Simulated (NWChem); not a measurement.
System: InHOCl₂; SMILES [OH][In]([Cl])[Cl]

```xyz
5

In     0.2358     0.0086     0.0000
Cl    -0.9532    -1.9989     0.0000
Cl    -0.9195     2.0208     0.0000
O      2.2147     0.0115     0.0000
H      2.5660    -0.8881     0.0000
```
Atoms are numbered in this order, from 1.

Results from NWChem. Geometry: optimised at PBE0/def2-SVP (def2 core potentials past Kr). B3LYP is NWChem's, with the RPA form of VWN correlation.

Q: Predict the results for B3LYP/STO-3G (all-electron, non-relativistic). Quantities: highest occupied level (eV); orbital gap (eV); dipole (D).

A: The highest occupied level (eV) is -5.18 and the orbital gap (eV) is 6.37. The dipole (D) comes out as 3.02.
